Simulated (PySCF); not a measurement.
Isomers of C3H6N2Si. Method: PySCF 2.14.0, density-fitted response routines, TDDFT CAM-B3LYP/def2-SVPD, vertical, gas phase, core orbitals frozen in the response. Geometries: GFN2-xTB; one conformer of each isolated species. Triplets are in the Tamm–Dancoff approximation.

Task: Rank by computed lowest singlet excitation energy, lowest first.
A. `N#CC/C=N\[SiH3]`
B. `[SiH3]c1c[nH]cn1`
C. `N[Si@@H](C#N)C=C`
D. `C=NC[SiH2]C#N`
E. `N#C[SiH]1CNC1`

Result: A (4.18 eV), D (4.91 eV), E (5.29 eV), B (6.29 eV), C (6.57 eV).

```csv
SMILES,S1 (eV),HOMO (eV),gap (eV),LUMO (eV),T1 (eV),α (au),S1 mainly
N#CC/C=N\[SiH3],4.18,-8.82,8.73,-0.09,3.61,73.1,H→L (95%)
C=NC[SiH2]C#N,4.91,-9.23,9.34,0.11,4.12,73.6,H→L (81%)
N#C[SiH]1CNC1,5.29,-8.32,8.25,-0.07,5.22,69.9,H→L (98%)
[SiH3]c1c[nH]cn1,6.29,-8.13,9.24,1.11,4.56,73.4,H→L (97%)
C=C[Si@@H](N)C#N,6.57,-9.72,9.78,0.06,4.32,71.3,H→L (74%)
```

H and L stand for HOMO and LUMO.
